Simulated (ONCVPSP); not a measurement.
# LDA (Perdew-Wang 92) ONCV dataset for iridium, fully relativistic all-electron reference.

| Quantity | Value |
| --- | --- |
| Element | Ir (Z = 77) |
| Generator | ONCVPSP 4.0.1 |
| Type | optimised norm-conserving Vanderbilt (ONCV) |
| Functional | LDA (Perdew-Wang 92) |
| Relativity | fully relativistic |
| Frozen core | [Kr] 4d10 4f14 |
| Valence charge | 17 |
| Reference configuration | 5s2 5p6 5d7 6s1.75 6p0.25 |
| Partial waves | 5s+6s: rc 1.75 bohr, ncon 3, nbas 6, qcut 6.5 1/bohr, 2 projectors; 5p+6p: rc 2.25 bohr, ncon 4, nbas 7, qcut 5.9 1/bohr, 2 projectors; 5d: rc 2.25 bohr, ncon 4, nbas 9, qcut 8.2 1/bohr, 2 projectors, debl 0.7 Ha |
| Local potential | polynomial inside 1.55 bohr (lpopt 2, dvloc0 1 Ha) |
| Core correction | none |

Open shells are filled in proportion to 2j + 1.

Poles of the logarithmic derivatives, all-electron (AE) and pseudo (PS). s: poles at -3.4, 4.9 (AE) and -3.4, 4.6 (PS) Ha. p3/2: poles at -1.8, 2.9 (AE) and -1.8, 2.8 (PS) Ha. p1/2: poles at -2.4, 2.4 (AE) and -2.4, 2.4 (PS) Ha. d5/2: poles at 0.1, 4.5 (AE) and 0.1, 4.5 (PS) Ha. d3/2: poles at 0.0, 4.4 (AE) and 0.0, 4.4 (PS) Ha. Test radii: s 1.78, p3/2 2.29, p1/2 2.29, d5/2 2.29, d3/2 2.29 bohr.

* Cutoffs needed: 19 Ha and 22 Ha (the cutoffs (Ha) at which the residual kinetic energy of the hardest occupied pseudo-wave falls to 1 and 0.1 mHa per electron)
* Ghost test: no bound ghost flagged; no localised positive-energy state flagged
* Configuration tests: 1 of 4 tests not solved or not reliable
